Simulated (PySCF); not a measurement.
C3H4O2Si, SMILES O=C1CC(=O)[SiH2]1.

Coordinates come from a B3LYP-D3(BJ)/def2-SVP optimisation. This is a generated structure with no PubChem entry under its InChIKey; it may be hypothetical.

The numbers are results of PySCF with PBE/def2-TZVP, not measurements.

Symmetry labels are those of the subgroup C2v that the program uses (full group C2v).

List the valence orbital energies around the gap with their symmetry. (An estimate is asked for; the answer gives what the named calculation found.)


```
orbital  symmetry  energy (eV)
-------  --------  -----------
HOMO−7         B1       -11.24
HOMO−6         A2       -10.16
HOMO−5         B1        -9.93
HOMO−4         A1        -9.91
HOMO−3         B2        -9.53
HOMO−2         B2        -8.98
HOMO−1         A1        -6.18
HOMO           B1        -5.42
LUMO           B2        -3.54
LUMO+1         A2        -2.19
LUMO+2         B1        -1.43
LUMO+3         A1        -0.09
```
